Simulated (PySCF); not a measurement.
ethenyl(silyloxy)silane (C2H8OSi2), SMILES C=C[SiH2]O[SiH3].

Coordinates come from a ωB97X-D3(BJ)/def2-SVP optimisation. The values are those of a single conformer.

All values below come from ωB97X-D3(BJ)/def2-SVP run with PySCF.

Frequencies are harmonic and unscaled.

```csv
mode,ν (cm⁻¹),IR (km/mol),Raman (Å⁴/amu),depolarisation,moving atoms (share of kinetic energy)
1,15,1.7,0.4,0.75,"O 60 %, H 23 %, Si 10 %, C 8 %"
2,50,0.0,0.6,0.75,H 93 %
3,70,0.2,0.8,0.75,"Si 35 %, O 24 %, H 21 %, C 20 %"
4,123,0.2,5.3,0.75,"H 48 %, C 36 %"
5,173,0.9,0.9,0.39,"C 32 %, O 30 %, Si 19 %, H 18 %"
6,396,6.3,2.5,0.75,"C 45 %, Si 32 %, H 21 %"
7,423,0.1,13.1,0.75,"H 88 %, C 10 %"
8,616,12.9,13.4,0.14,"Si 55 %, O 16 %, H 16 %, C 12 %"
9,694,34.1,9.9,0.75,"H 75 %, Si 17 %"
10,702,5.3,7.0,0.68,"C 35 %, H 34 %, Si 28 %"
11,739,103.1,17.3,0.75,"H 82 %, C 10 %"
12,754,54.6,10.1,0.62,"H 73 %, O 14 %, Si 12 %"
13,763,43.8,0.7,0.75,"H 84 %, O 11 %"
14,912,512.2,9.7,0.74,"H 84 %, Si 13 %"
15,968,89.4,24.2,0.75,H 96 %
16,972,43.6,15.4,0.73,H 95 %
17,987,257.4,28.1,0.75,H 91 %
18,1004,270.3,8.3,0.68,H 86 %
19,1022,28.9,0.8,0.75,"H 73 %, C 27 %"
20,1034,39.5,10.9,0.73,"H 82 %, Si 10 %"
21,1050,12.8,0.1,0.75,"H 91 %, C 9 %"
22,1105,365.4,2.5,0.74,"O 75 %, Si 16 %, H 9 %"
23,1286,1.7,9.9,0.23,"H 71 %, C 29 %"
24,1426,17.6,17.3,0.54,"H 85 %, C 15 %"
25,1710,9.0,18.8,0.14,"C 87 %, H 13 %"
26,2235,110.4,62.2,0.75,H 96 %
27,2247,69.2,62.0,0.14,H 98 %
28,2252,214.6,89.0,0.75,H 96 %
29,2259,183.4,261.6,0.09,H 97 %
30,2281,100.4,155.5,0.14,H 97 %
31,3150,10.8,74.9,0.25,H 95 %
32,3174,4.5,170.0,0.24,"H 91 %, C 8 %"
33,3250,5.2,73.7,0.66,"H 89 %, C 11 %"
```
